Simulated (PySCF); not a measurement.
Al(F)(OH)(OEt) (C2H6AlFO2), SMILES CC[O][Al]([OH])[F].

The structure is a stationary point at PBE-D3(BJ)/def2-SVP. The structure was generated by enumeration; whether it is a known compound was not checked. One conformer was computed; it need not be the lowest.

The numbers are results of PBE-D3(BJ)/def2-SVP (PySCF), not measurements.

Frequencies are harmonic and unscaled.

```
mode  ν (cm⁻¹)  IR (km/mol)  Raman (Å⁴/amu)  depolarisation   moving atoms (share of kinetic energy)
----  --------  -----------  --------------  --------------  ---------------------------------------
1           37          0.0             0.1            0.71           C 31 %, H 25 %, O 23 %, F 21 %
2           75          1.9             0.0               –            O 33 %, C 30 %, H 26 %, F 8 %
3           91          3.1             0.7            0.73                   O 38 %, H 28 %, C 22 %
4          220         35.4             0.7            0.74    F 48 %, O 23 %, Al 13 %, C 8 %, H 8 %
5          231          8.0             0.8            0.56   O 38 %, H 22 %, Al 18 %, F 13 %, C 9 %
6          264         36.6             0.9            0.74           Al 57 %, H 21 %, O 11 %, F 9 %
7          297         28.0             0.6            0.50                  H 64 %, O 18 %, Al 10 %
8          328        118.9             0.7            0.75                           H 88 %, O 11 %
9          443         11.5             0.3            0.71                   O 40 %, C 30 %, H 28 %
10         599         82.1             7.3            0.10                   H 52 %, O 34 %, F 11 %
11         610         60.5            10.9            0.08           O 38 %, H 31 %, C 14 %, F 13 %
12         787          1.3             0.5            0.75                                   H 92 %
13         843         56.4             1.8            0.74  Al 31 %, H 21 %, O 18 %, C 16 %, F 14 %
14         923        109.1             1.5            0.35                  Al 50 %, F 25 %, O 21 %
15         930         52.4             6.8            0.75          H 39 %, C 30 %, Al 17 %, O 13 %
16        1074         10.2             3.0            0.32                           C 57 %, H 40 %
17        1133          9.3             0.6            0.72                           H 58 %, C 38 %
18        1182        312.3             6.0            0.24                    O 47 %, C 40 %, H 9 %
19        1262          9.1             8.9            0.70                                   H 91 %
20        1327          1.4             2.8            0.72                           H 80 %, C 18 %
21        1361         27.5             5.8            0.75                           H 74 %, C 24 %
22        1409          6.4            19.0            0.74                                   H 97 %
23        1425          1.4            22.1            0.74                                   H 96 %
24        1451          0.8             6.0            0.66                                   H 92 %
25        2925         74.8           147.1            0.13                                   H 94 %
26        2961         11.5           150.9            0.02                                   H 97 %
27        2973         36.8           153.1            0.62                            H 91 %, C 9 %
28        3055         18.2            33.3            0.71                           H 90 %, C 10 %
29        3060         21.3            94.3            0.65                            H 91 %, C 9 %
30        3810         76.3           163.0            0.27                                   H 94 %
```
